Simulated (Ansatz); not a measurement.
## Ligand exchange: C2H2BrF + HF → C2H2F2 + HBr

Species: C2H2BrF `C=C(F)Br`, singlet; HF, singlet; C2H2F2 (vinylidene fluoride) `C=C(F)F`, singlet; HBr (hydrogen bromide), singlet. The partners trade Br for F: C–Br and H–F bonds give way to C–F and H–Br.

Shapes, held fixed at every level: PBE0-D4/def2-TZVP. Programs: Ansatz 0.2.0. Electronic energies: no zero-point or thermal term.

```
               level                    kind  ΔE (kJ/mol)  less CCSD(T)/def2-TZVPP  CPU time (sum over the molecules)
         HF/def2-SVP            Hartree–Fock        -50.7                    -48.5                                  –
    SPW92/def2-TZVPP                     LDA        -14.5                    -12.3                              7.1 s
r2SCAN-D4/def2-TZVPP                meta-GGA        -11.8                     -9.6                               25 s
 BHLYP-D4/def2-TZVPP           global hybrid        -13.5                    -11.3                               17 s
  PBE0-D4/def2-TZVPP           global hybrid         -7.6                     -5.4                               16 s
  wB97M-V/def2-TZVPP  range-separated hybrid        -11.2                     -9.0                               54 s
    CCSD(T)/def2-SVP   coupled cluster or CI        -34.0                    -31.8                               23 s
  CCSD(T)/def2-TZVPP   coupled cluster or CI         -2.2                      0.0                               75 s
```

The highest level, CCSD(T)/def2-TZVPP, gives ΔE = -2.2 kJ/mol; the levels span -50.7 to -2.2. That is about zero within the method's error. The column of differences is taken from that level and isn't an error. No measured value is set beside it here. Relativity is left out for Br unless named. Correlated rows may include outer-core shells of Br, which these sets cover unevenly. Times are processor times on shared x86 and Arm servers, and rough.
